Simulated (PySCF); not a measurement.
FH12N3Si4, SMILES N([SiH3])[Si](N[SiH3])(N[SiH3])F.

Geometry optimised at B3LYP-D3(BJ)/def2-SVP. Other conformers were not sampled.

The numbers are results of B3LYP-D3(BJ)/def2-SVP (PySCF 2.14.0), not measurements.

Frequencies are harmonic and unscaled.

Computed harmonic wavenumbers and intensities:
| mode | ν (cm⁻¹) | IR (km/mol) | moving atoms (share of kinetic energy) |
|---|---|---|---|
| 1 | 20 | 1.1 | Si 51 %, H 25 %, N 14 %, F 10 % |
| 2 | 33 | 0.7 | Si 52 %, H 22 %, N 16 %, F 10 % |
| 3 | 54 | 0.2 | H 90 % |
| 4 | 62 | 0.0 | Si 44 %, H 37 %, F 11 %, N 8 % |
| 5 | 97 | 1.3 | Si 38 %, H 36 %, F 15 %, N 11 % |
| 6 | 104 | 0.2 | H 39 %, Si 29 %, F 17 %, N 16 % |
| 7 | 111 | 1.2 | H 38 %, Si 23 %, N 19 %, F 19 % |
| 8 | 135 | 0.2 | H 50 %, Si 22 %, N 20 % |
| 9 | 160 | 0.9 | H 67 %, N 20 %, Si 11 % |
| 10 | 215 | 15.9 | N 34 %, H 29 %, F 22 %, Si 14 % |
| 11 | 238 | 2.6 | Si 46 %, N 33 %, H 13 %, F 8 % |
| 12 | 294 | 8.5 | H 34 %, Si 29 %, N 23 %, F 14 % |
| 13 | 335 | 38.5 | N 43 %, H 23 %, Si 20 %, F 13 % |
| 14 | 367 | 4.0 | H 56 %, N 18 %, Si 17 %, F 10 % |
| 15 | 385 | 79.5 | H 57 %, N 27 %, F 11 % |
| 16 | 426 | 16.6 | H 45 %, N 28 %, Si 20 % |
| 17 | 434 | 99.4 | H 70 %, N 22 % |
| 18 | 574 | 8.4 | H 43 %, N 32 %, Si 16 %, F 8 % |
| 19 | 647 | 9.9 | H 62 %, Si 33 % |
| 20 | 670 | 3.1 | H 46 %, Si 45 % |
| 21 | 714 | 55.2 | H 81 %, Si 10 %, N 9 % |
| 22 | 719 | 48.9 | H 82 %, N 9 %, Si 9 % |
| 23 | 723 | 25.3 | H 84 %, Si 9 % |
| 24 | 766 | 51.7 | H 49 %, N 27 %, F 13 %, Si 11 % |
| 25 | 778 | 13.9 | N 40 %, H 39 %, Si 18 % |
| 26 | 829 | 157.6 | N 43 %, H 32 %, Si 25 % |
| 27 | 882 | 132.9 | Si 33 %, F 32 %, N 19 %, H 16 % |
| 28 | 918 | 476.4 | H 46 %, N 30 %, Si 24 % |
| 29 | 926 | 492.6 | H 47 %, N 27 %, Si 25 % |
| 30 | 936 | 200.4 | H 85 % |
| 31 | 940 | 109.6 | H 93 % |
| 32 | 948 | 67.9 | H 91 % |
| 33 | 952 | 85.1 | H 45 %, N 30 %, Si 22 % |
| 34 | 967 | 119.9 | H 91 % |
| 35 | 969 | 18.5 | H 94 % |
| 36 | 975 | 113.4 | H 95 % |
| 37 | 1002 | 232.6 | H 89 % |
| 38 | 1007 | 84.6 | H 86 %, Si 9 % |
| 39 | 1013 | 50.8 | H 81 %, Si 10 %, N 9 % |
| 40 | 1178 | 265.5 | H 61 %, N 34 % |
| 41 | 1188 | 95.8 | H 62 %, N 34 % |
| 42 | 1192 | 367.2 | H 61 %, N 34 % |
| 43 | 2204 | 139.3 | H 96 % |
| 44 | 2206 | 175.0 | H 96 % |
| 45 | 2214 | 79.2 | H 96 % |
| 46 | 2214 | 220.5 | H 98 % |
| 47 | 2219 | 79.5 | H 98 % |
| 48 | 2222 | 141.0 | H 96 % |
| 49 | 2225 | 99.5 | H 99 % |
| 50 | 2249 | 86.1 | H 97 % |
| 51 | 2255 | 88.0 | H 97 % |
| 52 | 3587 | 30.8 | H 93 % |
| 53 | 3588 | 38.1 | H 93 % |
| 54 | 3591 | 43.2 | H 93 % |
